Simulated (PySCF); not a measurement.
Computed IR spectrum (relative IR intensity) of a molecule H₈N₂OSi₂. Geometry: PBE-D3(BJ)/def2-SVP. One conformer was computed; it need not be the lowest. Computed with PBE-D3(BJ)/def2-SVP (PySCF). Frequencies are harmonic and unscaled.

Lines under 2 % of the strongest are left out, and lines within 2 cm⁻¹ are merged.

| ν (cm⁻¹) | relative intensity |
|---|---|
| 134 | 9.4 |
| 207 | 18 |
| 216 | 11 |
| 303 | 33 |
| 342 | 25 |
| 407 | 8.5 |
| 436 | 58 |
| 473 | 19 |
| 511 | 98 |
| 638 | 9.4 |
| 681 | 38 |
| 732 | 100 |
| 773 | 19 |
| 796 | 4.0 |
| 818 | 39 |
| 837 | 39 |
| 875 | 68 |
| 901 | 62 |
| 906 | 15 |
| 919 | 13 |
| 1494 | 14 |
| 1505 | 11 |
| 2111 | 71 |
| 2122 | 57 |
| 2159 | 52 |
| 3454 | 5.8 |
| 3474 | 5.9 |
| 3549 | 9.4 |
| 3571 | 9.0 |
| 3734 | 17 |

**Question.** Which molecule gave these data?
A. N[SiH2]O[SiH2]N
B. N[Si](N)(O)[SiH3]
C. N[SiH](N)[SiH2]O
D. N[SiH2][Si@@H](N)O

**Answer.** D, N[SiH2][Si@@H](N)O
